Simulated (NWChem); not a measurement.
System: C2H5FSi2; SMILES C#C[Si@@H](F)[SiH3]

Results from NWChem. Geometry: optimised at PBE0/def2-SVP. Total energies of different functionals are on different scales.

| level | energy (Ha) | highest occupied level (eV) | orbital gap (eV) | dipole (D) |
|---|---|---|---|---|
| PBE/def2-TZVP | -757.6289 | ? | ? | ? |
| B3LYP/def2-TZVP | -758.1838 | -7.87 | 6.54 | 1.74 |
| LDA (Slater exchange, VWN5)/def2-TZVP | -754.4430 | -7.04 | 4.75 | 1.72 |
| CAM-B3LYP/def2-TZVP | -758.0793 | -9.37 | 9.32 | 1.77 |
| PBE0/def2-TZVP | -757.6919 | -8.08 | 6.91 | 1.76 |

Question: Complete the blanks.

Answer: 
- PBE/def2-TZVP, highest occupied level (eV): -6.92
- PBE/def2-TZVP, orbital gap (eV): 4.87
- PBE/def2-TZVP, dipole (D): 1.65
